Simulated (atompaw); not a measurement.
**Logarithmic derivatives: gold (Au), PAW (atompaw)**

atompaw 4.2.0.5 input, output lines left out:

```
Au 79
GGA-PBE scalarrelativistic loggrid 2001 logderivrange -3 5 201
6 6 5 4 0 0
6 0 0
6 1 0
0 0 0
c
c
c
c
c
v
c
c
c
c
v
c
c
v
c
2
3.00 2.75 2.35 2.95
y
1.25
n
y
-0.1
n
y
1.25
n
custom rrkj gramschmidtortho besselshape
bessel
3.00
3.00
3.00
3.00
3.00
3.00
```

The phase is arctan(r·u′/u) with u = r·R(r), unwrapped; energies in Ry, scanned from -3 to 5 Ry. A pole is an energy at which the radial function vanishes at the test radius. The pseudo phase is shifted by a multiple of π to meet the all-electron one at the reference energy, and phase errors are pseudo minus all-electron; the curves can meet again beyond the range given. Levels narrower than the energy grid can be missing from the lists of poles.

Task: For each channel, where are the poles, and over which energies does the pseudopotential scatter like the atom?

Result:

| channel | radius (bohr) | reference energy (Ry) | poles, all-electron | poles, pseudo | unbroken range about the reference energy with phases within 0.05 rad | phase error 1 Ry above the reference energy (rad) |
| --- | --- | --- | --- | --- | --- | --- |
| s | 3.00 | -0.97 | -0.03 | -0.03, 4.35 | below 2.4 | -0.000 |
| p | 3.00 | -0.49 | 1.27 | 1.26, 4.99 | below 2.8 | -0.000 |
| d | 3.00 | -1.13 | -0.98, 3.52 | -0.98, 4.20 | below 4.0 | +0.016 |

Phases in the s channel:

```tsv
E (Ry)	all-electron	pseudo
-3.00	1.313	1.312
-2.76	1.290	1.290
-2.52	1.261	1.260
-2.28	1.221	1.220
-2.04	1.161	1.160
-1.80	1.061	1.060
-1.56	0.866	0.865
-1.32	0.385	0.384
-1.08	-0.559	-0.560
-0.84	-1.135	-1.135
-0.60	-1.363	-1.364
-0.36	-1.478	-1.479
-0.12	-1.549	-1.550
0.12	-1.600	-1.601
0.36	-1.641	-1.641
0.60	-1.678	-1.678
0.84	-1.713	-1.713
1.08	-1.751	-1.751
1.32	-1.794	-1.794
1.56	-1.847	-1.847
1.80	-1.918	-1.919
2.04	-2.024	-2.029
2.28	-2.201	-2.220
2.52	-2.536	-2.603
2.76	-3.142	-3.307
3.00	-3.768	-3.933
3.24	-4.124	-4.249
3.48	-4.309	-4.414
3.72	-4.417	-4.517
3.96	-4.487	-4.593
4.20	-4.536	-4.664
4.44	-4.573	-4.751
4.68	-4.601	-4.945
4.92	-4.625	-6.434
```
